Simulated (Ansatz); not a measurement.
Calculated with Ansatz (gas phase, PBE0-D4/def2-TZVP geometries, no zero-point term in ΔE). CCSD(T)/CBS is the MP2 limit (def2-TZVPP, def2-QZVPP) plus CCSD(T) − MP2 in def2-TZVPP, frozen cores. This one scheme is used for every species. DFT in def2-TZVPP. def2 core potentials past Kr. For Zr outer-core shells are correlated without core-valence functions, which leaves a few kJ/mol of doubt a bond. One conformer a species, not always the lowest.

Consider the ligand exchange at a Zr–S bond: `[SH][Zr]([SH])([Cl])[Cl]` + HCl → `[SH][Zr]([Cl])([Cl])[Cl]` + H₂S.

`[SH][Zr]([SH])([Cl])[Cl]`:

```xyz
7

S    -0.092    0.863   -2.184
Zr   -0.426   -0.017    0.034
S     1.493    0.764    1.277
Cl   -2.382    0.856    0.939
Cl   -0.416   -2.347    0.026
H     0.724   -0.179   -2.450
H     1.099    0.060    2.359
```

HCl:

Cartesian coordinates in Å:
```
Cl -0.077 0.618 0.146
H 0.077 -0.618 -0.146
```

`[SH][Zr]([Cl])([Cl])[Cl]`:

Cartesian coordinates in Å:
```
S -0.457 -1.924 0.003
Zr 0.364 0.342 0.062
Cl 2.621 0.189 0.556
Cl -0.023 1.336 -2.003
Cl -0.813 1.527 1.678
H -1.693 -1.470 -0.296
```

H₂S:

Cartesian coordinates in Å:
```
S -0.351 -0.273 0.432
H -0.595 0.210 -0.796
H 0.946 0.062 0.364
```

Problem. Is it downhill or uphill in electronic energy at CCSD(T)/CBS, and by how much? (Estimate.)

Solution. Ansatz gave: Downhill: ΔE = -0.66 eV.

Problem. What do these levels give: BLYP-D4, ωB97M-V, revPBE, BHLYP, SCS-MP2/def2-TZVPP, MP2/def2-QZVPP? (Estimate.)

Solution. Computed: BLYP-D4 -0.66, ωB97M-V -0.70, revPBE -0.65, BHLYP -0.75, SCS-MP2/def2-TZVPP -0.66, MP2/def2-QZVPP -0.64 eV.

Largest T1 diagnostic among the species: 0.017.

From BLYP to BHLYP (50 % exact exchange), in def2-TZVPP and without D4, ΔE moves by −0.05 eV. The D4 term adds +0.03 eV with B3LYP and +0.02 eV with PBE0; it sums over pairs of atoms, weighted by their polarisabilities, and B3LYP, whose exchange is more repulsive, gets the larger term.

B3LYP here is the variant with VWN-RPA as its local correlation; programs differ in this.
